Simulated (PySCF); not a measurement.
H9N3Si3, triplet, at the geometry of the source list (a higher spin typed on purpose: for a closed-shell molecule this is an excited state) (in this run its highest filled SCF level lies above zero, so its values depend strongly on the basis, on diffuse functions most of all); HF/STO-3G (PySCF).

Here is a job for PySCF.
```python
from pyscf import gto, scf

mol = gto.M(
    atom='''
Si    1.669100   -0.434200   -0.530100
N     0.512000   -1.521400    0.146900
Si   -1.176600   -1.299400    0.428700
N    -1.441100    0.397000    0.603000
Si   -0.531500    1.723900   -0.021900
N     1.085500    1.165200   -0.249500
H     1.839600   -0.683200   -1.975100
H     2.940000   -0.600000    0.186000
H     0.821200   -2.476200    0.200700
H    -1.970600   -1.840900   -0.691100
H    -1.529800   -1.958400    1.692000
H    -2.349600    0.643400    0.956600
H    -0.519100    2.794500    0.982000
H    -1.105400    2.198500   -1.295700
H     1.756300    1.891300   -0.432500
''',
    basis='sto-3g',
    charge=0,
    spin=2,
    verbose=4,
)

mf = scf.UHF(mol)
mf.kernel()
```

It wrote (shortened):

```
PySCF version 2.14.0

[INPUT] verbose = 4
[INPUT] num. atoms = 15
[INPUT] num. electrons = 72
[INPUT] charge = 0
[INPUT] spin (= nelec alpha-beta = 2S) = 2
[INPUT] symmetry False subgroup None
[INPUT] Mole.unit = angstrom
[INPUT] Symbol           X                Y                Z      unit          X                Y                Z       unit  Magmom
[INPUT]  1 Si     1.669100000000  -0.434200000000  -0.530100000000 AA    3.154141874512  -0.820519083286  -1.001743818632 Bohr   0.0
[INPUT]  2 N      0.512000000000  -1.521400000000   0.146900000000 AA    0.967539775777  -2.875029325913   0.277600767699 Bohr   0.0
[INPUT]  3 Si    -1.176600000000  -1.299400000000   0.428700000000 AA   -2.223451758163  -2.455510126260   0.810125589601 Bohr   0.0
[INPUT]  4 N     -1.441100000000   0.397000000000   0.603000000000 AA   -2.723284318111   0.750221271452   1.139504853113 Bohr   0.0
[INPUT]  5 Si    -0.531500000000   1.723900000000  -0.021900000000 AA   -1.004389435206   3.257698866138  -0.041385002128 Bohr   0.0
[INPUT]  6 N      1.085500000000   1.165200000000  -0.249500000000 AA    2.051297708215   2.201908880343  -0.471486668079 Bohr   0.0
[INPUT]  7 H      1.839600000000  -0.683200000000  -1.975100000000 AA    3.476340178750  -1.291060888303  -3.732398068628 Bohr   0.0
[INPUT]  8 H      2.940000000000  -0.600000000000   0.186000000000 AA    5.555794806221  -1.133835674739   0.351489059169 Bohr   0.0
[INPUT]  9 H      0.821200000000  -2.476200000000   0.200700000000 AA    1.551843093493  -4.679339829648   0.379268033200 Bohr   0.0
[INPUT] 10 H     -1.970600000000  -1.840900000000  -0.691100000000 AA   -3.723894301068  -3.478796822712  -1.305989724687 Bohr   0.0
[INPUT] 11 H     -1.529800000000  -1.958400000000   1.692000000000 AA   -2.890903025360  -3.700839642348   3.197416602764 Bohr   0.0
[INPUT] 12 H     -2.349600000000   0.643400000000   0.956600000000 AA   -4.440100502278   1.215849788545   1.807712010759 Bohr   0.0
[INPUT] 13 H     -0.519100000000   2.794500000000   0.982000000000 AA   -0.980956831262   5.280839655097   1.855711054323 Bohr   0.0
[INPUT] 14 H     -1.105400000000   2.198500000000  -1.295700000000 AA   -2.088903258094   4.154562884856  -2.448518139599 Bohr   0.0
[INPUT] 15 H      1.756300000000   1.891300000000  -0.432500000000 AA    3.318925992574   3.574039019390  -0.817306548874 Bohr   0.0

nuclear repulsion = 474.033508813322
number of shells = 33
number of NR pGTOs = 153
number of NR cGTOs = 51
basis = sto-3g
ecp = {}

******** <class 'pyscf.scf.uhf.UHF'> ********
method = UHF
initial guess = minao
damping factor = 0
level_shift factor = 0
DIIS = <class 'pyscf.scf.diis.CDIIS'>
diis_start_cycle = 1
diis_space = 8
diis_damp = 0
SCF conv_tol = 1e-09
SCF conv_tol_grad = None
SCF max_cycles = 50
direct_scf = True
direct_scf_tol = 1e-13
number electrons alpha = 37  beta = 35
Set gradient conv threshold to 3.16228e-05
init E= -1023.89748155322

cycle= 1 E= -1022.80521994702  delta_E= 1.09  |g|= 0.412  |ddm|= 4.24

cycle= 2 E= -1022.91738447744  delta_E= -0.112  |g|= 0.165  |ddm|= 0.913

cycle= 3 E= -1022.93685355656  delta_E= -0.0195  |g|= 0.0288  |ddm|= 0.37

cycle= 4 E= -1022.93890455139  delta_E= -0.00205  |g|= 0.0105  |ddm|= 0.188

cycle= 5 E= -1022.9398138214  delta_E= -0.000909  |g|= 0.0124  |ddm|= 0.166

cycle= 6 E= -1022.93943567248  delta_E= 0.000378  |g|= 0.00897  |ddm|= 0.0625

cycle= 7 E= -1022.93921716022  delta_E= 0.000219  |g|= 0.004  |ddm|= 0.104

cycle= 8 E= -1022.93926153749  delta_E= -4.44e-05  |g|= 0.00232  |ddm|= 0.0464

cycle= 9 E= -1022.93929485484  delta_E= -3.33e-05  |g|= 0.00141  |ddm|= 0.0509

cycle= 10 E= -1022.9393137828  delta_E= -1.89e-05  |g|= 0.00222  |ddm|= 0.0202

cycle= 11 E= -1022.93929882689  delta_E= 1.5e-05  |g|= 0.00132  |ddm|= 0.0176

cycle= 12 E= -1022.93929709825  delta_E= 1.73e-06  |g|= 0.000529  |ddm|= 0.015

cycle= 13 E= -1022.93929808052  delta_E= -9.82e-07  |g|= 0.000271  |ddm|= 0.00897

cycle= 14 E= -1022.9392983059  delta_E= -2.25e-07  |g|= 0.000218  |ddm|= 0.00321

cycle= 15 E= -1022.9392984737  delta_E= -1.68e-07  |g|= 0.000184  |ddm|= 0.00308

cycle= 16 E= -1022.93929856055  delta_E= -8.68e-08  |g|= 0.0002  |ddm|= 0.00133

cycle= 17 E= -1022.93929853536  delta_E= 2.52e-08  |g|= 0.000194  |ddm|= 0.000741

cycle= 18 E= -1022.93929853749  delta_E= -2.14e-09  |g|= 0.000182  |ddm|= 0.00175

cycle= 19 E= -1022.93929856178  delta_E= -2.43e-08  |g|= 0.000193  |ddm|= 0.00103

cycle= 20 E= -1022.93929868672  delta_E= -1.25e-07  |g|= 0.000191  |ddm|= 0.00191

cycle= 21 E= -1022.93929944253  delta_E= -7.56e-07  |g|= 0.000145  |ddm|= 0.0156

cycle= 22 E= -1022.93929998389  delta_E= -5.41e-07  |g|= 0.000104  |ddm|= 0.0174

cycle= 23 E= -1022.93930014879  delta_E= -1.65e-07  |g|= 4.78e-05  |ddm|= 0.0113

cycle= 24 E= -1022.93930018446  delta_E= -3.57e-08  |g|= 1.64e-05  |ddm|= 0.00638

cycle= 25 E= -1022.93930018687  delta_E= -2.4e-09  |g|= 8.06e-06  |ddm|= 0.00269

cycle= 26 E= -1022.9393001873  delta_E= -4.31e-10  |g|= 3.47e-06  |ddm|= 0.000856

Extra cycle  E= -1022.93930018733  delta_E= -3.05e-11  |g|= 2.92e-06  |ddm|= 1.94e-05
converged SCF energy = -1022.93930018733  <S^2> = 2.0285653  2S+1 = 3.0189835
```
